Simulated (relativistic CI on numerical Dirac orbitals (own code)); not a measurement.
One change at a time: N6+

Base calculation: Dirac-Coulomb-Breit CI, orbitals from a KLI potential per configuration, a model potential for QED.

CI space: 1s, 2s, 2p, 3s, 3p, 3d, 4s, 4p, 4d, 4f, 5s, 5p, 5d, 5f, 5g, 6s, 6p, 6d. Levels of other configurations are missing.

Variants: (1) QED terms removed; (2) non-relativistic limit. Shifts of the energy above 1s ²S1/2, in eV, for the lowest level and the first level of each name with at least 55 % of one term (blank where a level changes its place among those of its configuration and J or its character, or is not in the variant):

```csv
Level,Base,Δ(1),Δ(2)
1s ²S1/2,0.000,0.000,0.000
2p ²P°1/2,500.247,+0.042,-0.257
2s ²S1/2,500.252,+0.037,-0.263
2p ²P°3/2,500.356,+0.042,-0.366
3p ²P°1/2,592.925,+0.042,-0.345
3s ²S1/2,592.927,+0.040,-0.347
3d ²D3/2,592.957,+0.042,-0.377
3p ²P°3/2,592.957,+0.042,-0.377
3d ²D5/2,592.968,+0.042,-0.388
4p ²P°1/2,625.358,+0.042,-0.371
4s ²S1/2,625.359,+0.041,-0.372
4d ²D3/2,625.372,+0.042,-0.385
4p ²P°3/2,625.372,+0.042,-0.385
4f ²F°5/2,625.376,+0.042,-0.389
4d ²D5/2,625.376,+0.042,-0.389
4f ²F°7/2,625.379,+0.042,-0.392
5p ²P°1/2,640.368,+0.042,-0.381
5s ²S1/2,640.368,+0.042,-0.382
5d ²D3/2,640.375,+0.042,-0.388
5p ²P°3/2,640.375,+0.042,-0.388
5f ²F°5/2,640.377,+0.042,-0.391
5d ²D5/2,640.377,+0.042,-0.391
```
